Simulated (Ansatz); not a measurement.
`[NH2][GeH]1[CH2][SiH2]1` + `[F][ZnH]` → `[F][Zn][GeH]1[CH2][SiH2]1` + NH₃ at 298.15 K and 1 bar (formal exchange of groups at a Ge–N bond).

Gas-phase electronic energies from Ansatz, PBE0-D4/def2-TZVP geometries. CCSD(T)/CBS is the MP2 limit (def2-TZVPP, def2-QZVPP) plus CCSD(T) − MP2 in def2-TZVPP, frozen cores. This one scheme is used for every species. For Ge, Zn outer-core shells are correlated without core-valence functions, which leaves a few kJ/mol of doubt a bond. Scalar relativity is left out up to krypton. Each species was taken in one conformer, which may not be the lowest.

| species | CCSD(T)/CBS energy (Eh) | H − E (kJ/mol) | S (J/(mol·K)) |
| --- | --- | --- | --- |
| `[NH2][GeH]1[CH2][SiH2]1` | -2462.12911 | 221.0 | 343.8 |
| `[F][ZnH]` | -1878.79355 | 32.0 | 233.4 |
| `[F][Zn][GeH]1[CH2][SiH2]1` | -4284.44560 | 164.0 | 392.4 |
| NH₃ | -56.50880 | 100.5 | 192.4 |

H − E and S are ideal-gas, rigid-rotor, harmonic terms from PBE0-D4/def2-TZVP, for one conformer and one mirror image of each species. 1 Eh = 2625.50 kJ/mol, R = 8.31446 J/(mol·K).

By hand: ΔE, ΔH, ΔS and ΔG.

ΔE = (-4284.44560) + (-56.50880) − (-2462.12911) − (-1878.79355) = -0.03174 Eh = -83.3 kJ/mol. Δ(H − E) = 164.0 + 100.5 − 221.0 − 32.0 = 11.5, so ΔH = -71.8 kJ/mol. ΔS = 392.4 + 192.4 − 343.8 − 233.4 = 7.6 J/(mol·K). ΔG = -71.8 − 298.15 × (7.6)/1000 = -74.1 kJ/mol.

By hand: the equilibrium constant, and the temperature at which ΔG would vanish if ΔH and ΔS stayed fixed.

log₁₀ K = −ΔG/(RT ln 10) = 13.0. ΔH and −TΔS have one sign here, so there is no such temperature.

The number of gas molecules stays the same, so ΔS is small and ΔH decides. A doubt of 5 kJ/mol in ΔE shifts log₁₀ K by 0.9 here. Other conformers and mirror images would add mixing entropy, several J/(mol·K) or more a flexible species. Modes under 60 cm⁻¹, often nearly free rotors, make the harmonic entropy too high. These are equilibria of isolated gas molecules and say nothing of rates. Largest T1 diagnostic: 0.018 (customary marks: 0.02 for closed shells, 0.045 for open ones).

ΔS is within the doubt of such terms, so its sign, and with it that verdict, could turn.
